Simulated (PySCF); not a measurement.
**P⁺: excitation energy**

P⁺ [Ne] 3s2 3p2 (3P) → P⁺ [Ne] 3s2 3p1 4s1, s spin flipped, as a difference of total energies. Calculation: PySCF 2.14, in aug-cc-pCVTZ-DK (8s7p5d3f, 75 functions); the spin-free X2C one-electron Hamiltonian (Gaussian nucleus). Correlated levels: valence: [Ne] frozen. The calculations carry no spin-orbit coupling.

| method | excitation energy (eV) |
| --- | --- |
| UHF | 10.680 |
| MP2 (valence) | 10.839 |
| SCS-MP2 (valence) | 10.768 |

Task: How much does correlation contribute at MP2 (valence)?

Result: 10.839 − (10.680) = 0.159 eV, measured against UHF.

The upper determinant mixes two multiplicities, so it lies between the two terms.

The promoted electron is Rydberg-like, and one or two diffuse shells describe it only roughly, which tends to raise the upper state.
